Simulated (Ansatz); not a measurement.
Basis-set extrapolation for H$_{6}$O$_{3}$Si$_{2}$, SMILES `O[SiH2][SiH](O)O` (PBE0-D4/def2-TZVP geometry, frozen core, the Gaussian-basis code of Ansatz). Multiplicity 1, RHF reference.

|  | def2-TZVPP | def2-QZVPP |
| --- | --- | --- |
| HF | -806.223487 | -806.253239 |
| MP2 correlation | -0.966105 | -1.045507 |
| CCSD(T) correlation | -1.035665 | not run |

Energies in hartree. Use E(X) = E(∞) + A·exp(−7.88·√X) for Hartree–Fock and E(X) = E(∞) + B·X^(−2.97) for correlation, with X = 3 and 4, and add CCSD(T) minus MP2 of the smaller set to the MP2 limit.

Question: What is the CCSD(T) energy at the basis-set limit?

Answer: HF limit: -806.253239 + (-0.029752) × 0.13774 = -806.25734. MP2 limit: -1.045507 + (-0.079402) × 0.74074 = -1.10432. Higher-order term: -1.035665 − (-0.966105) = -0.06956. Total: -807.43122 hartree, 4.68 eV below CCSD(T)/def2-TZVPP.
